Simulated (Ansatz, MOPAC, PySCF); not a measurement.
Noncovalent pair: CH3F (SMILES CF) (first 5 atoms) with H2 (SMILES [H][H]); geometry from B3LYP-D3(BJ)/def2-TZVP.
(charge 0, multiplicity 1):
```xyz
7

C     -0.4448    -0.6709    -0.3515
F     -0.2025     0.6227     0.0983
H      0.1037    -0.8265    -1.2811
H     -0.1054    -1.3753     0.4088
H     -1.5157    -0.7880    -0.5214
H      0.2187     0.2783     2.5843
H      0.3090    -0.0479     3.2478
```

Interaction energies are E(AB) − E(A) − E(B) at the monomers' geometry in the complex; basis-set methods are counterpoise corrected. Rows marked so take none.

Rows in 3-21G, 6-31G* carry no dispersion term and start afresh at each structure (6-31G* with six Cartesian d functions). The state that AM1 reach isn't checked.

Run with Ansatz (Gaussian orbitals); MOPAC for AM1 (differences of heats of formation); PySCF for 3-21G rows, 6-31G* rows. 

**Question.** One of these levels gives 0.16 kcal/mol for the interaction energy. Name it.
A) M06-2X/6-31G* (no counterpoise)
B) revPBE/def2-TZVPPD
C) B3LYP/3-21G (no counterpoise)
D) AM1

**Answer.** B, revPBE/def2-TZVPPD. The others give -0.46 (AM1), -2.66 (B3LYP/3-21G (no counterpoise)), -1.45 (M06-2X/6-31G* (no counterpoise))

Ansatz is a program for electronic structure.
